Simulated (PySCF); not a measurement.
```xyz
4
charge 1 multiplicity 1, angstrom
Pb    0.0000    0.0000    0.0000
H     1.7322    0.0000    0.0000
H    -0.8661    1.5001    0.0000
H    -0.8661   -1.5001    0.0000
```

Level of theory: PBE0 in PySCF with Pb def2-TZVP with ECP60, H def2-TZVP; scalar-relativistic core potentials, no spin–orbit coupling; density-fitted integrals.

This geometry of [PbH3]+ is a stationary point at this level.

Problem. What is the point group?

Solution. D3h.

Problem. Is it a minimum?

Solution. Yes: all harmonic wavenumbers are real.

Problem. Which band is strongest in the infrared?

Solution. 576 cm⁻¹ (e'), 84 km/mol.

Problem. Give the atomic charges and bond orders.

Solution. 
| atom | Mulliken | Löwdin | polar tensor | Mayer order to Pb1 |
| --- | --- | --- | --- | --- |
| Pb1 | 0.64 | 0.91 | 1.32 | – |
| H2,3,4 | 0.12 | 0.03 | -0.11 | 0.87 |

Other isomers or separated fragments may lie lower. With an element this heavy the missing spin–orbit coupling can shift these numbers.
